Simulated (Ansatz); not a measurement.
Isomers of Si5O5⁺ (doublet), relaxed with PBE0-D4/def2-SVP; total energies from Ansatz at PBE0-D4/def2-TZVP.

```json
{"isomer": "A", "description": "point group Cs; 11 × O–Si 1.63 to 1.89 Å", "energy (Eh)": "-1822.87889"}
{"isomer": "B", "description": "point group Cs; 10 × O–Si 1.56 to 1.75 Å; 1 × Si–Si 2.34 Å", "energy (Eh)": "-1822.87501"}
```

The isomers come from a short search, and lower ones may exist.

Q: Work out the relative energies (1 Eh = 2625.5 kJ/mol) and the Boltzmann populations at 500 K from electronic energies alone (R = 8.314 J/mol/K).

A: ΔE: A 0.0, B 10.2 kJ/mol. RT = 4.16 kJ/mol. Factors exp(−ΔE/RT): A 1, B 0.0861; sum 1.086. Populations: A 92.1 %, B 7.9 %. Zero-point energy, vibrational entropy and symmetry numbers are left out and can shift these; an error of 4 kJ/mol changes a ratio by a factor of 2.6. Over the other density-functional and correlated levels in def2 sets, the gap between A and B ranges from 2 to 10 kJ/mol.
